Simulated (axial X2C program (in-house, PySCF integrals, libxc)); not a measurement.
# Worked dissociation energy of RhGe⁺: PBE50, spin-free

Calculated with an in-house relativistic program for diatomic molecules. Spin-free means the one-electron spin-free X2C Hamiltonian. Basis: Rh dyall-v3z [12s12p8d3f2g], Ge dyall-v3z [9s9p7d1f] (cores contracted in-house); Gaussian nuclei, density fitting, unrestricted open shells. Masses: Rh 102.906 u, Ge 73.921 u.

Molecular state: M_S = 0, Λ = 0 (closed shell).

| Property | Result |
| --- | --- |
| E(Rh+) (2M_S = 2, M_L = 2) | -4783.139208 hartree |
| E(Ge) (2M_S = 2, M_L = 0) | -2098.555427 hartree |
| E(RhGe⁺) at Re | -6881.791238 hartree |
| ωe | 385.0 cm⁻¹ |
| ωexe | 1.32 cm⁻¹ |

Task: Work out De and D0.

Result: De = -4783.139208 + (-2098.555427) − (-6881.791238) = 0.09660 hartree = 2.629 eV. The zero-point energy is ωe/2 − ωexe/4 = 192 cm⁻¹ = 0.024 eV, so D0 = 2.605 eV.

Occupations by symmetry block were frozen at the best pattern of an incomplete PBE0 search. The closed shell is kept restricted, so the energy runs too high when the bond is stretched far. De is counted from the lowest determinant-based energies of the atoms at the same level, without counterpoise correction. Other states lie close and PBE0, whose exact exchange favours high spin, may order them wrongly; the determinant shown need not be the ground state. The nearest other spin-free determinant of the search, M_S = 1, Λ = 2, lies 0.34 eV up at the distance of the search. The functionals have no current-density term, which raises determinants with orbital currents, atoms included. Spin-free De lacks the spin–orbit lowering of the heavy p-block atom, a tenth of an eV or more for 4p and 5p, up to an eV for 6p and one to two eV for 7p atoms, less what an open-shell molecule gains itself.

Each atomic determinant is the lowest at this level and need not be a pure term. Totals compare only within one Hamiltonian and basis.
